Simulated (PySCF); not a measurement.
Compound: [RuO3N]- (charge -1 and singlet state).
Z-matrix (Å and degrees, PBE0-D3(BJ)/def2-SVP geometry), rows numbered from 1:
```
Ru
O   1  1.7141
O   1  1.7134  2  110.31
O   1  1.7141  2  110.38  3  -122.28
N   1  1.6372  2  108.70  3   118.79
```

Computed, not measured: TDDFT wB97X-D/def2-SVPD, vertical, gas phase, core orbitals frozen in the response, def2 core potentials past Kr (PySCF). Spin–orbit coupling is left out.

Frontier orbitals with the atoms that hold most of them (Löwdin shares over 4%, at most four atoms):

```csv
orbital,ε (eV),atoms
LUMO+2,5.47,"Ru1 49%, O4 20%, O3 14%, N5 13%"
LUMO+1,3.51,"Ru1 44%, N5 19%, O2 16%, O4 11%"
LUMO,3.51,"Ru1 44%, N5 19%, O3 15%, O4 13%"
HOMO,-4.94,"N5 35%, O4 33%, O3 27%, Ru1 5%"
HOMO-1,-4.95,"O2 40%, N5 35%, O3 13%, O4 7%"
HOMO-2,-5.45,"O2 33%, O4 33%, O3 33%"
HOMO-3,-6.03,"N5 35%, O2 18%, O4 18%, O3 18%"
```

Within 0.005 eV of a neighbour in this list lie HOMO-1/HOMO and LUMO/LUMO+1 (point group found: C3v); within a degenerate set the shares of single atoms can hang on how the components are chosen.

(1) How does S1 compare with the orbital gap of 8.45 eV?

Answers

(1) S1 is at 2.73 eV (f = 0.0000), 5.72 eV below the gap, made of HOMO-1/HOMO→LUMO/LUMO+1 (≥94%). Without the coupling terms of the response equations the lowest excitation would equal the gap.

For S1 the Löwdin share of ruthenium is 5% in HOMO and 44% in LUMO.

Next come S2 at 3.03 eV (f 0.0012), HOMO-1/HOMO→LUMO/LUMO+1 (≥85%); S3 at 3.03 eV (f 0.0012), HOMO-1/HOMO→LUMO/LUMO+1 (≥85%); S4 at 3.72 eV (f 0.015), HOMO-1/HOMO→LUMO/LUMO+1 (≥78%); S5 at 3.89 eV (f 0.0063), HOMO-2→LUMO/LUMO+1 (≥77%).

Orbitals of the list HOMO-3 to LUMO+2 that lie within 0.01 eV of each other are written together with a slash and their weights summed (≥ marks a lower bound); for degenerate orbitals outside that list single weights are arbitrary.

Löwdin shares depend on the basis, the more so with diffuse functions.
